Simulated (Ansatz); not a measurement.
`BOC[SiH](F)F` + `C[Si](O)(O)O` → `BO[Si](C)(O)O` + `OC[SiH](F)F`  (ligand exchange at a B–O bond)

Computed with Ansatz on PBE0-D4/def2-TZVP structures; ΔE is electronic, products minus reactants. CCSD(T)/CBS is the MP2 limit (def2-TZVPP, def2-QZVPP) plus CCSD(T) − MP2 in def2-TZVPP, frozen cores. DFT in def2-TZVPP. B3LYP here is the variant with VWN-RPA as its local correlation; programs differ in this. One conformer a species, not always the lowest.

`BOC[SiH](F)F`:

```xyz
11

B    -0.515    1.928   -0.675
O     0.427    0.999   -0.445
C     0.348    0.090    0.647
Si    0.195   -1.652   -0.016
F     0.009   -2.632    1.220
F     1.531   -2.070   -0.758
H    -1.458    2.024    0.066
H    -0.357    2.626   -1.632
H    -0.505    0.328    1.295
H     1.258    0.187    1.248
H    -0.933   -1.828   -0.950
```

`C[Si](O)(O)O`:

Z-matrix (Å, degrees):
```
C
Si 1 1.847
H 1 1.092 2 110.3
H 1 1.092 2 110.9 3 120.0
H 1 1.093 2 111.2 3 -119.5
O 2 1.639 1 113.1 3 -57.4
O 2 1.647 1 112.4 3 -174.5
O 2 1.637 1 105.6 3 62.1
H 6 0.958 2 116.0 1 -107.2
H 7 0.958 2 117.9 1 -59.1
H 8 0.959 2 116.8 1 -166.6
```

`BO[Si](C)(O)O`:

```xyz
13

B     0.269   -0.633   -2.174
O    -0.201   -0.994   -0.967
Si   -0.386   -0.203    0.469
C     0.959    1.015    0.797
O    -1.867    0.483    0.323
O    -0.330   -1.308    1.672
H     0.728    0.467   -2.346
H     0.227   -1.437   -3.063
H     0.802    1.513    1.757
H     0.989    1.778    0.017
H     1.931    0.518    0.834
H    -2.246    0.892    1.102
H    -0.875   -2.091    1.581
```

`OC[SiH](F)F`:

Cartesian coordinates in Å:
```
O 1.127 -0.013 -1.340
C 0.193 0.689 -0.534
Si -0.420 -0.337 0.901
F 0.739 -0.604 1.951
F -0.833 -1.755 0.301
H 0.730 -0.841 -1.624
H -0.663 1.057 -1.122
H 0.706 1.579 -0.157
H -1.578 0.225 1.626
```

| level | ΔE (kJ/mol) |
| --- | --- |
| B3LYP-D4 | 13.5 |
| B2PLYP | 15.6 |
| HF/def2-TZVPP | 10.5 |
| MP2/def2-TZVPP | 15.9 |
| HF/def2-QZVPP | 10.1 |
| MP2/def2-QZVPP | 15.5 |
| SCS-MP2/def2-QZVPP | 14.5 |
| MP2/CBS(def2) | 15.4 |

(1) What does CCSD(T)/CBS give? (Estimate.)

Largest T1 diagnostic among the species: 0.013.

## Answers

(1) Computed: +14.7 kJ/mol. The listed levels differ from it by -1.2, 0.9, -4.2, 1.2, -4.6, 0.8, -0.2, 0.7 kJ/mol.

In def2-TZVPP, CCSD(T) changes the Hartree–Fock value by +4.6 kJ/mol (the triples alone add +0.7 kJ/mol) and MP2 by +5.4 kJ/mol.
